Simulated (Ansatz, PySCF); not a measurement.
PySCF was given this input:
```python
from pyscf import gto, scf, cc

mol = gto.M(
    atom='''
Cl   -0.000000   -0.000000   -0.070946
H     0.000000    0.000000    1.206076
''',
    basis='def2-svpd',
    charge=0,
    spin=0,
    verbose=3,
)

mf = scf.RHF(mol)
mf.kernel()

mycc = cc.CCSD(mf, frozen=5)
mycc.kernel()
et = mycc.ccsd_t()
print('E(CCSD(T)) = %.10f' % (mycc.e_tot + et))
```

Task: Give the equivalent Ansatz (a quantum-chemistry and plane-wave program) input.

Result: This is not unique; one that fits is 
Ansatz 0.2 input:
```yaml
crystal:
  periodic: [false, false, false]
  atoms:
    - {symbol: Cl, position_ang: [-0.00000000, -0.00000000, -0.07094563]}
    - {symbol: H, position_ang: [0.00000000, 0.00000000, 1.20607566]}
basis:
  gaussian:
    orbitals: def2-SVPD
magnetization: {spin_polarized: false}
correlation: {method: ccsd_t, electrons: outside_noble_gas}
accuracy: high
```

Both were run: PySCF gave -460.126503 Eh and Ansatz -460.126503 Eh, 0.000 mEh apart.
